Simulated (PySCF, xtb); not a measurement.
digallium oxide (Ga₂O), SMILES [Ga][O][Ga] (connectivity only; charge and spin as stated), neutral, multiplicity 1.

Harmonic wavenumbers (cm⁻¹) from xtb with GFN2-xTB at its own minimum, in rising order: 139, 139, 225, 602.

Q: What does PySCF with PBE0-D3(BJ)/def2-TZVP give at its own minimum? (Estimate from the structure and the level; the computed values follow.)

A: 70, 70, 296, 848. Paired by order, the mean absolute difference is 114 cm⁻¹ and the zero-point energies are 1.6 and 1.8 kcal/mol.
